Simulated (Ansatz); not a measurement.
`C[CH](C)[Mg][Cl]` + `[OH][Sn][SH]` → `CC(C)[O][Sn][SH]` + `[MgH][Cl]`  (substitution at a C–Mg bond)

Isolated molecules relaxed with PBE0-D4/def2-TZVP in Ansatz; ΔE leaves out vibrations. CCSD(T)/CBS adds triple-zeta CCSD(T) − MP2 to the extrapolated MP2 energy (def2 sets, frozen cores). Functionals use def2-TZVPP. B3LYP here is the variant with VWN-RPA as its local correlation; programs differ in this. def2 core potentials past Kr. For Mg, Sn outer-core shells are correlated without core-valence functions, which leaves a few kJ/mol of doubt a bond. One conformer a species, not always the lowest.

CCSD(T)/CBS gives +24.3 kJ/mol.

(1) Another level gave +28.2 kJ/mol. Which?
A. PBE0-D4/def2-TZVPP
B. SCS-MP2/def2-TZVPP
C. PBE0/def2-TZVPP
D. B3LYP-D4/def2-TZVPP

Largest T1 diagnostic among the species: 0.017.

Results:

(1) C. PBE0 28.2, PBE0-D4 19.0, B3LYP-D4 12.9, SCS-MP2/def2-TZVPP 23.1 kJ/mol.

In def2-TZVPP, CCSD(T) changes the Hartree–Fock value by +8.3 kJ/mol (the triples alone add −1.2 kJ/mol) and MP2 by +15.0 kJ/mol. The D4 term adds −16.1 kJ/mol with B3LYP and −9.2 kJ/mol with PBE0; it sums over pairs of atoms, weighted by their polarisabilities, and B3LYP, whose exchange is more repulsive, gets the larger term.
